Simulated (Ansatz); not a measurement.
```xyz
14

C     0.0000   -0.3883   -1.7561
C     0.0000    0.3818   -0.5880
C     0.0000   -0.3818    0.5880
C     0.0000    0.3883    1.7561
H     0.0000    0.1908   -2.5870
H     0.8165   -0.9879   -1.8020
H    -0.8165   -0.9879   -1.8020
H    -0.8094    0.9968   -0.5846
H     0.8094    0.9968   -0.5846
H     0.8094   -0.9968    0.5846
H    -0.8094   -0.9968    0.5846
H     0.0000   -0.1908    2.5870
H     0.8165    0.9879    1.8020
H    -0.8165    0.9879    1.8020
```

Basis set: cc-pVDZ (spherical functions). Correlated methods keep 4 orbitals frozen. Charge 0, multiplicity 1.

Computed with Ansatz (development build ahead of 0.2.0); each method stands on the lowest determinant of its kind that the runs found. Restricted open shells among the atoms or ions are ROHF, correlated in semicanonical orbitals with singles.

(1) Give the atomization energy at this shape (free ground-state atoms in the same class of orbitals less the molecule, no zero-point energy) of singlet C₄H₁₀ by RHF-MP2, RHF.

## Answers

(1)

```json
{"method": "RHF-MP2", "atomization energy": "50.52 eV"}
{"method": "RHF", "atomization energy": "40.86 eV"}
```

Caution: no unrestricted run beside it, a lower state can exist; the shape is not the minimum.
